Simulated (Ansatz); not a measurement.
`C[CH2][Zn][OH]` and `C[CH2][Mg][OH]` differ in one element.

Ansatz, PBE0-D4/def2-TZVP geometries, multiplicity 1. Each molecule was computed in one conformer, which needn't be the lowest.

Scalar relativity is left out up to krypton.

| property | `C[CH2][Zn][OH]` |
| --- | --- |
| HOMO–LUMO gap (PBE0/def2-TZVPP) / eV | 7.31 |
| LUMO energy (ωB97M-V/def2-TZVPP) / eV | 1.10 |
| LUMO energy (PBE0/def2-TZVPP) / eV | -0.29 |
| LUMO energy (B3LYP/def2-TZVPP) / eV | -0.61 |
| HOMO energy (ωB97M-V/def2-TZVPP) / eV | -9.84 |
| HOMO energy (PBE0/def2-TZVPP) / eV | -7.60 |

(1) What does the change do to each property? (Best estimate.)

## Answers

(1) Computed: 
| property | `C[CH2][Mg][OH]` | shift |
| --- | --- | --- |
| HOMO–LUMO gap (PBE0/def2-TZVPP) / eV | 5.94 | -1.37 |
| LUMO energy (ωB97M-V/def2-TZVPP) / eV | 0.46 | -0.64 |
| LUMO energy (PBE0/def2-TZVPP) / eV | -0.71 | -0.42 |
| LUMO energy (B3LYP/def2-TZVPP) / eV | -1.00 | -0.39 |
| HOMO energy (ωB97M-V/def2-TZVPP) / eV | -8.89 | 0.95 |
| HOMO energy (PBE0/def2-TZVPP) / eV | -6.65 | 0.95 |

With PBE0 the HOMO rises by 0.95 eV and the LUMO falls by 0.42 eV, so the gap narrows by about 1.37 eV. PBE moves the HOMO by 0.80 eV and ωB97M-V by 0.95 eV.

Positive LUMOs are unbound, so they and the gaps depend on the basis.

B3LYP here is the variant with VWN-RPA as its local correlation; programs differ in this.
